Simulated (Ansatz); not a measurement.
Reaction (substitution at a C–Si bond): `FC1([SiH3])C=C1` + H–F → `FC1(F)C=C1` + SiH₄

Program: Ansatz. Geometries: PBE0-D4/def2-TZVP. ΔE: electronic, gas phase. CBS: MP2 limit from def2 TZ/QZ plus the TZ coupled-cluster correction, frozen cores. This one scheme is used for every species. Functionals use def2-TZVPP. B3LYP here is the variant with VWN-RPA as its local correlation; programs differ in this.

```csv
species,B3LYP energy (Eh)
`FC1([SiH3])C=C1`,-506.67999
H–F,-100.49272
`FC1(F)C=C1`,-315.24598
SiH₄,-291.91715
```

Work out ΔE.

ΔE = (-315.24598) + (-291.91715) − (-506.67999) − (-100.49272) = 0.00958 Eh = +25.2 kJ/mol. CCSD(T)/CBS gives +47.7 kJ/mol.

Largest T1 diagnostic among the species: 0.012.

The D4 term adds +8.6 kJ/mol with B3LYP and +4.8 kJ/mol with PBE0; it sums over pairs of atoms, weighted by their polarisabilities, and B3LYP, whose exchange is more repulsive, gets the larger term. In def2-TZVPP, CCSD(T) changes the Hartree–Fock value by +26.9 kJ/mol (the triples alone add +3.2 kJ/mol) and MP2 by +39.0 kJ/mol.
